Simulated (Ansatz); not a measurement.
CH8BNSi (`BCN[SiH3]`), relaxed with RKS PBE0-D4/def2-TZVP in Ansatz from a PBE-D4/def2-SVP geometry. The force threshold is 0.005 eV/Å; the program also tests the step.

Total charge 0; spin multiplicity 1.

Start:

```xyz
12

B     0.196   -1.852    1.154
C     0.194   -0.816    0.049
N    -0.584    0.348   -0.010
Si   -0.279    1.739   -1.042
H     0.860   -2.858    1.001
H    -0.389   -1.613    2.197
H     0.731   -1.029   -0.897
H     1.161   -0.758    0.861
H    -1.272    0.433    0.743
H    -1.542    2.552   -1.063
H     0.857    2.620   -0.577
H     0.067    1.234   -2.416
```

(1) By how much does the energy fall, and how many steps does the optimiser take? (Estimate.)

(2) Which bonds change most? (Best estimate.)

(3) Give the relaxed structure. (An estimate is asked.)

## Answers

(1) Ansatz gave: 2.50 kcal/mol, in 20 steps, 2 of them rejected.

(2) Computed: C2–H8 from 1.264 to 1.112 Å; N3–Si4 from 1.759 to 1.713 Å; C2–N3 from 1.401 to 1.443 Å; B1–C2 from 1.515 to 1.545 Å.

(3) The calculation gave: 
```xyz
12

B     0.126   -1.854    1.178
C     0.443   -0.732    0.164
N    -0.503    0.348    0.026
Si   -0.289    1.705   -0.998
H     0.870   -2.787    1.254
H    -0.824   -1.795    1.909
H     0.653   -1.209   -0.808
H     1.449   -0.382    0.484
H    -1.222    0.366    0.729
H    -1.507    2.547   -0.874
H     0.910    2.528   -0.654
H    -0.105    1.268   -2.411
```
